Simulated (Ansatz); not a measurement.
Relaxation of GaH3 (4 atoms, charge 0, multiplicity 1), to a largest force component of 0.03 eV/Å in at most 50 steps.

Theory: Ansatz, RKS B3LYP-D4/def2-SVP.

```xyz
4
Properties=species:S:1:pos:R:3
Ga -0.430 0.002 -0.250
H 1.781 0.000 1.441
H 2.138 0.000 0.823
H -1.911 -0.002 -1.102
```

Question: Where does it end, and by what steps?

Answer: It converged. The force dipped under the threshold on the way, but the program's further checks kept it going. After 16 steps the energy has fallen by 0.346 eV; H2 moved furthest, 0.93 Å.

```
step  energy less start (eV)  largest force component (eV/Å)  accepted
   0                  0.0000                           1.688       yes
   1                 -0.2319                           0.284       yes
   2                 -0.3141                           0.197       yes
   3                 -0.3393                           0.038       yes
   4                 -0.3424                           0.010       yes
   5                 -0.3437                           0.029       yes
   6                 -0.3441                           0.036       yes
   7                 -0.3444                           0.010       yes
   8                 -0.3445                           0.031       yes
   9                 -0.3445                           0.004       yes
  10                 -0.3446                           0.007       yes
  11                 -0.3447                           0.005       yes
  12                 -0.3448                           0.007       yes
  13                 -0.3450                           0.010       yes
  14                 -0.3453                           0.013       yes
  15                 -0.3456                           0.016       yes
  16                 -0.3460                           0.021       yes
```

```xyz
4
Properties=species:S:1:pos:R:3
Ga -1.111 0.006 -0.721
H 2.570 -0.002 1.925
H 2.747 -0.001 1.184
H -2.627 -0.004 -1.477
```

Whether the end is a true minimum wasn't checked by a vibrational analysis.

Run time: 13 s on 1 thread of Arm Neoverse V2 (shared host), peak memory 0.091 GiB.
